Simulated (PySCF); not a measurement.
Compound: C7H12NS (charge +1).
Numbering: `[CH3:1][S@+:2]1[CH2:3][CH2:4][CH2:5][C@@H:6]1[CH2:7][C:8]#[N:9]` (hydrogens: H10, H11, H12 on C1; H13, H14 on C3; H15, H16 on C4; H17, H18 on C5; H19 on C6; H20, H21 on C7)

Method used: PBE0-D3(BJ)/def2-SVP geometry optimisation, gas phase (PySCF 2.14.0).

Question: What internal coordinates does the optimisation give?

Answer: 
```tsv
bond	length (bohr)	order
C1–S2	3.403	single
S2–C3	3.456	single
C3–C4	2.868	single
C4–C5	2.881	single
C5–C6	2.908	single
C6–C7	2.891	single
C7–C8	2.754	single
C8≡N9	2.185	triple
S2–C6	3.542	single
C1–H10, C1–H11, C1–H12	2.075	single
C3–H13	2.078	single
C3–H14	2.080	single
C4–H15	2.080	single
C4–H16	2.079	single
C5–H17	2.079	single
C5–H18	2.079	single
C6–H19	2.078	single
C7–H20	2.082	single
C7–H21	2.085	single
```

Bonds in one row agree within 0.02 bohr and their mean is given. Orders are formal, as drawn. A selection of angles:
```tsv
angle	degrees
C1–S2–C3	102.9
C1–S2–C6	107.9
C3–S2–C6	94.4
S2–C3–C4	105.7
C3–C4–C5	106.2
C4–C5–C6	109.3
C5–C6–C7	115.8
S2–C6–C5	104.8
S2–C6–C7	114.4
C6–C7–C8	113.6
C7–C8–N9	176.5
```

Dihedral angles: C1–S2–C3–C4 -88° (synclinal); S2–C3–C4–C5 -42° (synclinal); C3–C4–C5–C6 47° (synclinal); C4–C5–C6–C7 98° (anticlinal); C5–C6–C7–C8 -47° (synclinal); C1–S2–C6–C5 109° (anticlinal).

The 3 C–S bonds span 1.801 Å (C1–S2, drawn single) to 1.874 Å (S2–C6, drawn single), a spread of 0.073 Å. The 5 C–C bonds span 1.457 Å (C7–C8, drawn single) to 1.539 Å (C5–C6, drawn single), a spread of 0.082 Å. The 5-membered ring S2–C3–C4–C5–C6 has internal angles of 94.4° to 109.3° (sum 520°, against 540° for a flat polygon); it is puckered, 0.19 Å rms from its mean plane, widest ring torsion 47°. Of the pairs four or more bonds apart, C8···H11 is among the closest relative to their van der Waals radii: 2.55 Å, 88 % of the sum of Bondi's values. S2 (sulfonium sulfur) is pyramidal (angles 107.9°, 102.9° and 94.4°, sum 305.2°, 0.81 Å off the plane of its three neighbours).

Point group: C1 (no symmetry element, even within 0.4 Å). Whether it is a minimum is left open (no frequencies).

One conformer stands for the species.
